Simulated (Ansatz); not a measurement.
`C[CH2][AlH][SeH]` → `[AlH2][SeH]` + `C=C` at 298.15 K and 1 bar (β-hydride elimination).

Isolated molecules relaxed with PBE0-D4/def2-TZVP in Ansatz; ΔE leaves out vibrations. CBS: MP2 limit from def2 TZ/QZ plus the TZ coupled-cluster correction, frozen cores. This one scheme is used for every species. For Se outer-core shells are correlated without core-valence functions, which leaves a few kJ/mol of doubt a bond. Scalar relativity is left out up to krypton. One conformer a species, not always the lowest.

```csv
species,CCSD(T)/CBS energy (Eh),H − E (kJ/mol),S (J/(mol·K))
`C[CH2][AlH][SeH]`,-2723.08028,231.2,358.0
`[AlH2][SeH]`,-2644.54675,70.0,281.5
`C=C`,-78.48111,144.6,218.9
```

H − E and S are ideal-gas, rigid-rotor, harmonic terms from PBE0-D4/def2-TZVP, for one conformer and one mirror image of each species. 1 Eh = 2625.50 kJ/mol, R = 8.31446 J/(mol·K).

Problem. By hand: ΔE, ΔH, ΔS and ΔG.

Solution. ΔE = (-2644.54675) + (-78.48111) − (-2723.08028) = 0.05242 Eh = 137.6 kJ/mol. Δ(H − E) = 70.0 + 144.6 − 231.2 = -16.6, so ΔH = 121.0 kJ/mol. ΔS = 281.5 + 218.9 − 358.0 = 142.4 J/(mol·K). ΔG = 121.0 − 298.15 × (142.4)/1000 = 78.5 kJ/mol.

Problem. By hand: the equilibrium constant, and the temperature at which ΔG would vanish if ΔH and ΔS stayed fixed.

Solution. log₁₀ K = −ΔG/(RT ln 10) = -13.8. ΔG = 0 at ΔH/ΔS = 850 K.

The number of gas molecules changes by +1, which sets the sign of ΔS. A doubt of 5 kJ/mol in ΔE shifts log₁₀ K by 0.9 here. Other conformers and mirror images would add mixing entropy, several J/(mol·K) or more a flexible species. These are equilibria of isolated gas molecules and say nothing of rates. Largest T1 diagnostic: 0.011 (customary marks: 0.02 for closed shells, 0.045 for open ones).
